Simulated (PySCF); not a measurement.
## Electron correlation in Si⁺ (silicon, charge +1)

[Ne] 3s2 3p1, 2P determinant. All numbers are calculated (PySCF 2.14, the non-relativistic Hamiltonian (point nucleus), in pcseg-2 (5s4p2d1f, 34 functions)). Frozen: [Ne]; 3 electrons correlated.

MP2 pair energies summed by pair of shells (mhartree):

```csv
pair,energy,share (%)
3s-3s,-22.53,57.0
3s-3p,-16.97,43.0
```

Total MP2 correlation energy: -39.50 mhartree.

Same-spin part -2.41 and opposite-spin part -37.09 mhartree; SCS-MP2 scales them by 1/3 and 6/5 to -45.31 mhartree.

| level | correlation energy (mhartree) |
| --- | --- |
| CCSD | -55.55 |
| (T) | -0.90 |
| CCSD(T) | -56.45 |

Diagnostics: T1 = 0.012, D1 = 0.0248, largest double amplitude 0.106.

Cost of the coupled-cluster step: 0.26 s of wall time on 1 thread of Neoverse-V1 (shared host), for 3 correlated electrons.
